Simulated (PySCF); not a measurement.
fluoromethane (CH3F), singlet, geometry from GFN2-xTB. Base run: CASSCF(6,4)/6-31G* run with PySCF.

Here is a job for PySCF.
```python
from pyscf import gto, scf, mcscf
import numpy

mol = gto.M(
    atom='''
C    -0.61325264    0.10970633    0.05833978
F     0.72373916   -0.12947155   -0.06885055
H    -0.88741000   -0.04886123    1.10190357
H    -0.80210477    1.14155090   -0.23992684
H    -1.14462180   -0.58568374   -0.59236045
''',
    basis='6-31g*',
    verbose=3,
)

mf = scf.RHF(mol)
mf.kernel()
mc = mcscf.CASSCF(mf, 4, 6)
mc.fix_spin_(ss=0.0)
mc.kernel()
occ = numpy.linalg.eigvalsh(mc.fcisolver.make_rdm1(mc.ci, mc.ncas, mc.nelecas))[::-1]
ss = mc.fcisolver.spin_square(mc.ci, mc.ncas, mc.nelecas)[0]
print('natural occupations', occ.round(4), ' <S^2>', round(ss, 4))
```

Each row names what was changed in the base input (with any setting that the change needs).

```csv
change,ΔE vs base (mEh),natural occupations,<S^2> of the state,outcome
base,0.000,2.00 2.00 1.98 0.02,0.00,converged
"active space = 8 electrons, 8 orbitals",-67.084,1.99 1.98 1.98 1.97 0.03 0.02 0.02 0.01,0.00,converged
conv_tol = 1e-5,0.310,2.00 2.00 1.98 0.02,0.00,converged
"active space = 6 electrons, 7 orbitals",-71.145,1.99 1.99 1.97 0.03 0.01 0.01 0.00,0.00,converged
"active space = 8 electrons, 7 orbitals",-35.300,2.00 1.98 1.98 1.98 0.02 0.02 0.02,0.00,converged
fix_spin_ = off,0.000,2.00 2.00 1.98 0.02,0.00,converged
orbitals = fixed (CASCI); correction = SC-NEVPT2,-269.4,2.00 2.00 2.00 0.00,0.00,converged
orbitals = fixed (CASCI),24.022,2.00 2.00 2.00 0.00,0.00,converged
solver = newton,0.293,2.00 2.00 1.98 0.02,0.00,converged
"active space = 6 electrons, 5 orbitals",-,-,-,not converged
state_average = 2 states,-,-,-,not converged
```

Active orbitals are taken around the Fermi level unless the row says otherwise; CASSCF can end in different local minima, and two programs can end on different orbitals. State-averaged rows give the lowest state.
